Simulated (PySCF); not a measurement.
## Deuteron quadrupole couplings in `C=C(c1ccccc1)[S@@](C)=O`

Species: C9H10OS.
Cartesian coordinates in Å at the GFN2-xTB level; atoms count from 1:
```
atom  x, y, z in Å
C1     1.1011   -2.2890   -0.2076
C2     0.8516   -1.0060   -0.4088
C3    -0.4091   -0.2980   -0.2319
C4    -1.3013   -0.6642    0.7753
C5    -2.4874    0.0240    0.9455
C6    -2.8021    1.0868    0.1146
C7    -1.9214    1.4599   -0.8875
C8    -0.7315    0.7778   -1.0586
S9     2.2457    0.0327   -1.0093
C10    2.4108    0.9209    0.6075
O11    3.3990   -0.8608   -1.0985
H12    0.3543   -2.9955    0.1133
H13    2.0957   -2.6656   -0.3901
H14   -1.0521   -1.4843    1.4316
H15   -3.1680   -0.2679    1.7317
H16   -3.7286    1.6246    0.2483
H17   -2.1614    2.2884   -1.5374
H18   -0.0511    1.0666   -1.8459
H19    2.5900    0.1944    1.3924
H20    3.2577    1.5942    0.5240
H21    1.4993    1.4783    0.7910
```

Level: PBE0/pcSseg-1 (PySCF, non-relativistic); Q(2H) = 0.00286 b; rigid geometry, the same for H and D, with no vibrational averaging.

Question: Rank these positions by the coupling χzz of a deuteron there, largest first.
A. H12 (vinylic hydrogen)
B. H20 (methyl hydrogen)
C. H15 (aromatic hydrogen)

Answer: A (226 kHz), C (219 kHz), B (213 kHz).

Tabulate Vzz, the asymmetry η and χzz = 234.96 MHz × Q × Vzz for every hydrogen position.

```csv
atom,bonded to,bond length (Å),Vzz (au),η,χzz (kHz)
H12,C1,1.077,0.3368,0.03,226
H13,C1,1.079,0.3219,0.03,216
H14,C4,1.080,0.3261,0.06,219
H15,C5,1.080,0.3264,0.06,219
H16,C6,1.080,0.3275,0.06,220
H17,C7,1.080,0.3263,0.06,219
H18,C8,1.080,0.3211,0.08,216
H19,C10,1.084,0.3170,0.03,213
H20,C10,1.085,0.3169,0.04,213
H21,C10,1.084,0.3159,0.04,212
```

How does χzz go with the bond length over the 10 C–H bonds?

A straight-line fit has a slope of -14.0 kHz for each 0.01 Å, with a correlation coefficient of -0.88, over lengths from 1.077 to 1.085 Å. The longer bonds have the smaller couplings here.

Give the 2H NMR doublet splittings at H18 for a magnetic field along the z, y and x axes of the gradient: 3χ/2, 3χ(1 + η)/4, 3χ(1 − η)/4.

With |χ| = 215.7 kHz and η = 0.079: 324, 175 and 149 kHz, to first order and without motion.

Geometry: GFN2-xTB, one conformer, isolated molecule. GFN2-xTB bond lengths can be off by several hundredths of an ångström, more for odd bonds, and the gradients follow them. With a basis this small, the couplings can be 20 % off.

These values come from a run that also computed NMR shieldings. Time: 59 s wall; peak memory 1.1 GiB. Hardware: an Arm Neoverse V1 with one thread, shared host with 32 logical CPUs at a one-minute load of 16.
